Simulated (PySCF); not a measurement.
Two structures, one formula

Two relaxed structures of ZnBNH2, singlet (PBE0-D4/def2-TZVP; forces vanish, vibrations not checked).

A:

```tsv
atom	x (Å)	y (Å)	z (Å)
B1	-1.4461	-0.3232	-0.3973
N2	-0.2686	-0.0650	-0.0695
Zn3	1.4265	0.3053	0.3990
H4	-2.5521	-0.5659	-0.7054
H5	2.8581	0.6175	0.7946
```

B:

B1  (0.427, -0.033, 0.733)
N2  (0.217, -0.324, 1.921)
Zn3  (0.769, 0.441, -1.202)
H4  (0.050, -0.556, 2.871)
H5  (1.030, 0.802, -2.680)
(Å)

Computed with PySCF 2.14 with density fitting (its default auxiliary sets; JK sets also for MP2 and CCSD(T)) (basis: def2-TZVPP); correlated methods freeze the cores. The 3s and 3p shells of Cu and Zn are frozen; filled d shells are correlated. B3LYP uses VWN-RPA correlation.

Question: Which structure is lower at CCSD(T), and by how much? (An estimate is asked for; the value comes from the calculation.)

Answer: The calculation gives: A, by 10.92 kcal/mol (electronic energy, against the other). By their contacts, A is ZnBNH₂ ([BH][N][ZnH]) and B is ZnBNH₂ ([NH][B][ZnH]).

All methods give the same order:

```csv
method,E(B) − E(A) (kcal/mol)
PBE-D4,9.12
r2SCAN-D4,11.16
PBE0-D4,9.59
B3LYP-D4,11.25
wB97M-V,10.42
HF,13.61
MP2,12.55
CCSD,11.20
CCSD(T),10.92
```

No T1 diagnostic of these runs exceeds 0.018.

Labels in which every atom is bracketed show which atoms are joined, not bond orders.

For scale, one of the runs: CCSD(T)/def2-TZVPP, 154 basis functions, launched by `OMP_NUM_THREADS=2 python run.py`. The run took 4.2 min on 2 CPU threads of an Arm Neoverse V1 (shared host), with 1.1 GiB of host memory at its peak.
